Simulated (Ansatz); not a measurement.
A structure relaxed at PBE0-D4/def2-TZVP, charge 0, multiplicity 1:

| atom | x (Å) | y (Å) | z (Å) |
| --- | --- | --- | --- |
| N1 | -0.1969 | -1.3977 | -0.2504 |
| C2 | 0.0303 | -0.0121 | -0.5189 |
| O3 | 1.4025 | 0.3881 | -0.6044 |
| In4 | -0.7686 | 1.2023 | 1.1108 |
| H5 | 0.2708 | -1.7042 | 0.5927 |
| H6 | 0.0801 | -2.0085 | -1.0127 |
| H7 | -0.4800 | 0.2282 | -1.4576 |
| H8 | 1.7946 | 0.0168 | -1.4035 |
| H9 | -0.3813 | 0.6949 | 2.7197 |
| H10 | -1.7516 | 2.5922 | 0.8244 |

(1) Give its formula and SMILES.

(2) Summarise the bond lengths by kind.

Answers

(1) CH6InNO, `N[CH](O)[InH2]`.

(2) 1 × C–N 1.430 Å; 2 × H–N 1.012 to 1.015 Å; 1 × C–O 1.432 Å; 1 × C–In 2.184 Å; 1 × C–H 1.095 Å; 1 × H–O 0.964 Å; 2 × H–In 1.726 to 1.731 Å.

All numbers were calculated with Ansatz.
